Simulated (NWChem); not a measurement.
System: C$_{2}$H$_{3}$BF$_{2}$O; SMILES FB(CC=O)F

```xyz
9

O      0.0101     1.6870    -0.9524
C     -0.0041     1.6748     0.2503
C     -0.0102     0.4096     1.0681
B     -0.0008    -0.8353     0.1034
F     -1.1211    -1.3859    -0.3180
F      1.1274    -1.3843    -0.2983
H     -0.0136     2.6330     0.8301
H      0.8682     0.4269     1.7362
H     -0.8989     0.4254     1.7222
```
Atoms are numbered in this order, from 1.

All runs: NWChem. Pople sets run with spherical d functions. Geometry: optimised at PBE0/def2-SVP. B3LYP is NWChem's, with the RPA form of VWN correlation. Atomic charges in e: unrestrained fits to the electrostatic potential beside Mulliken populations; buried atoms are poorly determined by the fit.

For level Hartree-Fock/6-31G*:

| Property | Value |
|---|---|
| Mulliken O1 | -0.49 |
| Mulliken C2 | 0.33 |
| Mulliken C3 | -0.71 |
| ESP B4 | 0.90 |
| Mulliken B4 | 1.01 |
| Mulliken F5 | -0.37 |

### Question
What are these values for level B3LYP/def2-SVP?

### Answer
The Mulliken O1 is -0.19 and the Mulliken C2 comes out as 0.10. The Mulliken C3 is -0.05 and the ESP B4 is 0.75. The Mulliken B4 comes out as 0.17 and the Mulliken F5 is -0.08.
